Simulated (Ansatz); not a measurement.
Input file for Ansatz (a quantum-chemistry and plane-wave program): R-PBE0/def2-TZVPPD on AsH7OSi (a complex), monomers drawn apart or pushed together. Files ending in .json are basis or fitting sets from the Basis Set Exchange.

Ansatz 0.2 input:
```yaml
crystal:
  periodic: [false, false, false]
  atoms:
    - {symbol: As, position_ang: [-0.09349047, 0.05961392, 0.40917591]}
    - {symbol: H, position_ang: [-0.22659116, 0.08116487, -1.11311202]}
    - {symbol: H, position_ang: [-0.25723942, -1.45187726, 0.46913624]}
    - {symbol: H, position_ang: [1.42486738, -0.04103526, 0.33434219]}
    - {symbol: O, position_ang: [0.78998541, -0.80672888, 3.09231661]}
    - {symbol: Si, position_ang: [-0.21856555, 0.18527279, 3.95447251]}
    - {symbol: H, position_ang: [1.73340039, -0.75823274, 3.26372004]}
    - {symbol: H, position_ang: [-0.08236507, -0.05697678, 5.41263079]}
    - {symbol: H, position_ang: [-1.58496285, -0.14872939, 3.51199519]}
    - {symbol: H, position_ang: [0.06914773, 1.61629876, 3.69476256]}
basis:
  gaussian:
    orbitals: def2-TZVPPD.json
hamiltonian:
  xc: {name: PBE0}
scf: {lower_state_search: off}
```

Program output:

```
Functional definition: PBE0
[...]
these checks for a lower state are left out or cut short: stability, starts, cluster_reference, orbital_swaps, neighbouring_geometries, increment
integrals: 0.22 GiB planned
1356 factors; their error is unknown
mean field: 1.71 GiB planned
mean field evaluation 1: about -70864.2243 eV, gradient 5.2e1 eV
mean field evaluation 2: about -70855.2040 eV, gradient 8.6e1 eV
mean field evaluation 4: about -70868.4219 eV, gradient 1.5e0 eV
mean field evaluation 8: about -70868.4229 eV, gradient 2.1e-2 eV
mean field evaluation 16: about -70868.6832 eV, gradient 2.7e-5 eV
mean field -70868.68324625 eV, -2604.3760727810 hartree, gradient 5.6e-6 eV, S^2 0.000000; 0 other end points of the search recorded, 0 dependent functions left out
reference -70868.68328487 eV, -2604.3760742003 hartree; 31, 31 occupied and 230, 230 virtual orbitals, 1356 factors
Total energy: -70868.68328487 eV, -2604.3760742003 hartree
Checks for a lower state left out: stability, starts, cluster_reference, orbital_swaps, neighbouring_geometries, increment
```

The calculation finished and met its thresholds.

Cost: around 7 core-seconds (rough).
